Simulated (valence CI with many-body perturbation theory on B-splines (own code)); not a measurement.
## Hyperfine factors and g values of Ge19+

Calculated by valence CI with perturbative core correlation (CI+MBPT): three valence electrons over a frozen Dirac-Fock core [Ne], a basis of 11 s, 11 p, 9 d, 7 f, 5 g, 2 h, 1 i functions for each j, with the one-electron correlation potential Σ1 (screened to all orders), the two-electron term Σ2, the three-electron term Σ3, Breit, model QED; selected single and double excitations, second order for the rest (own B-spline code, finite nucleus).

No measured levels were compared; by estimate levels of excited configurations hold to 0.05 to 0.15 % of their energy, terms of the ground configuration to about 0.5 %.

A/g_I is the dipole constant over the nuclear g factor μ/I (μ in nuclear magnetons, uniformly magnetised nucleus), B/Q the quadrupole constant per barn. Both hold the static response of the core; the bare values leave it out. Large factors of s and p1/2 electrons are usually good to 5 to 10 %; those of open d and f shells near neutrality can be off by tens of per cent, and small factors of p3/2, d and f electrons come from cancelling terms and can be off by a factor of two or in sign, in half-filled shells by more. B is blank for J = 1/2, where it vanishes, and for nearly pure S terms. Energies count from the lowest level.

Names give the largest LS component (configuration and term), which can be under half, so a name can repeat, a term be missing and a line seem to break the LS rules; names also repeat where a configuration has a term twice. Letters in brackets count levels of one name in rising energy.

| Level | E (cm⁻¹) | g | A/g_I (MHz) | A/g_I bare | B/Q (MHz/b) | B/Q bare |
| --- | --- | --- | --- | --- | --- | --- |
| 3s²3p ²P°_1/2 | 0 | 0.664 | 57400 | 54900 |  |  |
| 3s²3p ²P°_3/2 | 54591 | 1.332 | 11100 | 11000 | 19600 | 19000 |
| 3s3p² ⁴P_1/2 | 332660 | 2.633 | 118000 | 114000 |  |  |
| 3s3p² ⁴P_3/2 | 358740 | 1.725 | 48500 | 46900 | 16000 | 15500 |
| 3s3p² ⁴P_5/2 | 382690 | 1.561 | 51300 | 49600 | -15300 | -14800 |
| 3s3p² ²D_3/2 | 453910 | 0.819 | -7950 | -7310 | 24000 | 23200 |
| 3s3p² ²D_5/2 | 466430 | 1.237 | 46900 | 45000 | 31000 | 29900 |
| 3s3p² ²P_1/2 | 530840 | 1.347 | 75200 | 71900 |  |  |
| 3s3p² ²S_1/2 | 585660 | 1.353 | 131000 | 125000 |  |  |
| 3s3p² ²P_3/2 | 597370 | 1.315 | -12000 | -10700 | -19000 | -18400 |
| 3s²3d ²D_3/2 | 682270 | 0.802 | 1330 | 1690 | 5780 | 5840 |
| 3s²3d ²D_5/2 | 689530 | 1.199 | 8010 | 8060 | 8010 | 8090 |
| 3p³ ²D°_3/2 | 846860 | 1.077 | 5280 | 5440 | 12700 | 12300 |
| 3p³ ²D°_5/2 | 867960 | 1.197 | 22300 | 21700 | -6320 | -6030 |
| 3p³ ⁴S°_3/2 | 876680 | 1.697 | -3860 | -2230 | -4350 | -4190 |
| 3s3p3d ⁴F°_3/2 | 928290 | 0.424 | -18200 | -17300 | 9020 | 8910 |
| 3s3p3d ⁴F°_5/2 | 939830 | 1.038 | 17700 | 17300 | 6200 | 6210 |
| 3p³ ²P°_1/2 | 953660 | 0.664 | 49900 | 47300 |  |  |
| 3s3p3d ⁴F°_7/2 | 957330 | 1.244 | 26600 | 25900 | 8860 | 8870 |
| 3p³ ²P°_3/2 | 972780 | 1.339 | 7160 | 7620 | -9240 | -8920 |
| 3s3p3d ⁴F°_9/2 | 984680 | 1.332 | 26100 | 25400 | 24000 | 23500 |
| 3s3p3d ⁴P°_5/2 | 996130 | 1.484 | 30500 | 29700 | 7770 | 7770 |
| 3s3p3d ⁴D°_3/2 | 1000800 | 1.355 | 18600 | 18500 | 4810 | 4690 |
| 3s3p3d ⁴D°_1/2 | 1002600 | 0.249 | -59700 | -56700 |  |  |
| 3s3p3d ⁴D°_7/2 | 1033300 | 1.417 | 31300 | 30500 | -10400 | -9890 |
| 3s3p3d ⁴D°_5/2 | 1034500 | 1.386 | 30500 | 29800 | -7040 | -6890 |
| 3s3p3d ⁴P°_1/2 | 1036200 | 2.423 | 102000 | 97800 |  |  |
| 3s3p3d ⁴P°_3/2 | 1036200 | 1.499 | 34300 | 33400 | -5760 | -5740 |
| 3s3p3d ²D°_3/2 [a] | 1050600 | 0.873 | -15200 | -14200 | -9150 | -8720 |
| 3s3p3d ²D°_5/2 [a] | 1052200 | 1.205 | 31700 | 30600 | -8010 | -7530 |
| 3s3p3d ²F°_5/2 [a] | 1074700 | 0.941 | 20400 | 19600 | 14500 | 14200 |
| 3s3p3d ²F°_7/2 [a] | 1114700 | 1.142 | 2720 | 3080 | 23800 | 23400 |
| 3s3p3d ²P°_3/2 [a] | 1158000 | 1.222 | 15500 | 15300 | 3710 | 3740 |
| 3s3p3d ²F°_7/2 [b] | 1184500 | 1.146 | 26000 | 25100 | 23200 | 22800 |
| 3s3p3d ²P°_1/2 [a] | 1185200 | 0.662 | -54300 | -51500 |  |  |
| 3s3p3d ²F°_5/2 [b] | 1190400 | 0.871 | -11600 | -10600 | 19900 | 19600 |
| 3s3p3d ²P°_1/2 [b] | 1212600 | 0.660 | 15200 | 14800 |  |  |
| 3s3p3d ²D°_3/2 [b] | 1217600 | 1.028 | 33800 | 32400 | -3260 | -2960 |
| 3s3p3d ²D°_5/2 [b] | 1223100 | 1.182 | -7180 | -6240 | -13600 | -12900 |
| 3s3p3d ²P°_3/2 [b] | 1224100 | 1.206 | 1580 | 2180 | -7190 | -6910 |

Take the isotope of mass number 73, with I = 9/2, μ = -0.87824 μN and Q = -0.196 b. What is the hyperfine structure of 3s3p² ⁴P_3/2?

From the table A = -9460 MHz, B = -3140 MHz. Shifts from the centre of gravity in MHz: F = 3: 76600, F = 4: 40900, F = 5: -5790, F = 6: -64600.
